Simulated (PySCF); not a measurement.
C2H5N3Si, SMILES N1=CC=N[SiH]1N.

The structure is a stationary point at B3LYP-D3(BJ)/def2-SVP. The structure was generated by enumeration, and PubChem lists no compound with its InChIKey, so it may never have been made. One conformer was computed; it need not be the lowest.

The numbers are results of PBE/def2-TZVP in PySCF, not measurements.

Isolated molecule, no solvent.

The total energy is -532.66188 hartree and the highest occupied level is -5.97 eV. The lowest empty level is -3.21 eV and the orbital gap is 2.76 eV. The dipole moment comes out as 0.253 e·Å and the quadrupole, principal values (traceless, Buckingham form, about the centre of nuclear charge) is -15.59, 1.57, 14.03 D·Å. The mean static polarisability is 65.3 bohr³ (9.68 Å³) and the polarisability, principal values is 49.4, 60.8, 85.7 bohr³.
